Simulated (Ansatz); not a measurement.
Molecule: C3H9BCl2Si, charge 0, multiplicity 1. SMILES: ClB([Si](C)(C)C)Cl
Geometry from a B3LYP-D3(BJ)/def2-TZVP (Ansatz, an electronic-structure program) optimisation:
```xyz
16

C     -2.2908    -0.0863    -0.9616
Si    -0.9774     0.5802     0.2107
C     -1.5270     0.3766     1.9943
C     -0.6486     2.3936    -0.1726
B      0.7335    -0.4459    -0.1250
Cl     1.5434    -1.3801     1.1254
Cl     1.4679    -0.4228    -1.7263
H     -1.9681     0.0000    -2.0008
H     -2.5075    -1.1378    -0.7631
H     -3.2224     0.4740    -0.8493
H     -0.7675     0.7470     2.6857
H     -2.4510     0.9287     2.1822
H     -1.7078    -0.6731     2.2339
H      0.1082     2.8123     0.4937
H     -1.5623     2.9810    -0.0517
H     -0.2996     2.5197    -1.1991
```

Computed values are from Ansatz. Cores are frozen in the correlated levels unless marked. UHF or UKS for open shells. No spin-orbit coupling. Non-relativistic. Basis-set limits of correlation are two-point, X^-3; Hartree-Fock from the larger set. [CCSD(T)-MP2]/basis is that difference in the basis named.

Question: What is the dipole moment at CCSD(T)/aug-cc-pV(D+d)Z?

Answer: 1.47 D.

Question: What is the atomisation energy De at RI-MP2/CBS(aug-cc-pV(T+d)Z,aug-cc-pV(Q+d)Z)+[CCSD(T)-MP2]/aug-cc-pV(T+d)Z?

Answer: 5999.7 kJ/mol.

Question: What is the total energy at RI-MP2/CBS(aug-cc-pV(T+d)Z,aug-cc-pV(Q+d)Z)+[CCSD(T)-MP2]/aug-cc-pV(T+d)Z?

Answer: -1353.1197 Eh.

Question: What is the T1 diagnostic at CCSD/aug-cc-pV(T+d)Z?

Answer: 0.011.
